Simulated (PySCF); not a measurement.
# What settings do to a single point of Pb(NH2)4

The sound run of Pb(NH2)4 (singlet) uses PySCF 2.14.0, RKS B3LYP, Pb def2-SVP with ECP60, N def2-SVP, H def2-SVP; non-relativistic Hamiltonian with scalar-relativistic core potentials where named; density fitting; no spin-orbit coupling, grid (50, 194), threshold 1e-8 Eh and 55 cycles, at the relaxed geometry:

```xyz
13

Pb    0.0713    0.0811   -0.0587
N    -0.1295   -1.3391    1.5981
H    -0.4123   -0.7879    2.4160
H     0.8105   -1.6808    1.8249
N    -0.1718   -1.0468   -1.9050
H    -0.1446   -2.0416   -1.6607
H     0.6549   -0.8737   -2.4853
N     1.8912    1.2876   -0.2387
H     2.6810    0.7004    0.0487
H     1.8267    2.0156    0.4804
N    -1.5252    1.5235    0.2521
H    -1.5657    2.1025   -0.5932
H    -2.4011    0.9906    0.2398
```

There Pb1 has a Mulliken charge of 0.67 e and the dipole about the centre of mass is 2.07 D. Each run below changes one thing and starts from free metal ions and neutral atoms unless it says otherwise; with 55 cycles, smearing, a level shift and second-order steps follow where DIIS fails, and their cycles count. Energy shifts count from the sound run.

```json
{"change": "threshold 1e-05", "outcome": "converged", "cycles": "8", "energy shift (eV)": "0.0000", "largest force component (eV/Å)": "0.01", "charge on Pb1 (e)": "0.67", "dipole about the centre of mass (D)": "2.07"}
{"change": "grid (10, 14)", "outcome": "converged", "cycles": "10", "energy shift (eV)": "13.17", "largest force component (eV/Å)": "7.20", "charge on Pb1 (e)": "0.81", "dipole about the centre of mass (D)": "2.17"}
```

Question: One further run converged with energy shift (eV) 3.03, largest force component (eV/Å) 3.32, charge on Pb1 (e) 0.67, dipole about the centre of mass (D) 1.78. Which change was it?
A. all coordinates × 1.12
B. start from a density of up to 30 smeared cycles (not counted)
C. spin (2S) set to 1, limit 97 cycles

Answer: A.

Question: And the other changes listed?

Answer: 
```json
{"change": "spin (2S) set to 1, limit 97 cycles", "outcome": "refused", "cycles": "–", "energy shift (eV)": "–", "largest force component (eV/Å)": "–", "charge on Pb1 (e)": "–", "dipole about the centre of mass (D)": "–"}
{"change": "start from a density of up to 30 smeared cycles (not counted)", "outcome": "converged", "cycles": "8", "energy shift (eV)": "0.0000", "largest force component (eV/Å)": "0.01", "charge on Pb1 (e)": "0.67", "dipole about the centre of mass (D)": "2.07"}
```

Unsound on purpose, so not properties of the compound: grid (10, 14).

Forces carry noise of the integration grid, about 0.01 to 0.03 eV/Å.

No frequency check is given that shows the relaxed geometry to be a minimum, and it was reached by following one of several unstable modes of a saddle point.
